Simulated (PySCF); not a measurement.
From computed data to an observable: dipole moment from atomic charges

Be(OH)(SiH3) (BeH4OSi), SMILES [OH][Be][SiH3]. Atoms are numbered in the order given.

```xyz
7

Be     0.6905    -0.0254    -0.4843
O      1.8482    -0.1292    -1.2713
H      2.3464     0.4126    -1.8753
Si    -1.0892     0.0390     0.7660
H     -1.9611    -1.1497     0.5660
H     -1.9261     1.2355     0.4772
H     -0.7581     0.0905     2.2156
```
Charge 0, spin multiplicity 1.

Coordinates come from a B3LYP-D3(BJ)/def2-TZVP optimisation. One conformer was computed; it need not be the lowest.

Charges (e) from PBE0/def2-TZVPD in PySCF:

```tsv
atom	IAO	ESP fit
Be1	1.360	0.523
O2	-1.247	-0.719
H3	0.390	0.395
Si4	-0.206	-0.118
H5	-0.098	-0.016
H6	-0.099	-0.044
H7	-0.099	-0.021
```

The dipole moment of the full density is 1.78 D.

Task: What dipole moment does each set of point charges give, and which comes closer to that of the density?

Result: 
μ = Σ q r, and 1 e Å = 4.8032 D.
IAO: Σ q r = (0.232, 0.261, -0.285) e Å, |μ| = 2.16 D.
ESP fit: Σ q r = (0.220, 0.200, -0.247) e Å, |μ| = 1.86 D.
ESP fit comes closer in size. Point charges leave out the atoms' own dipoles (lone pairs, polarised bonds); fits to the potential absorb them, partitions of the density don't.
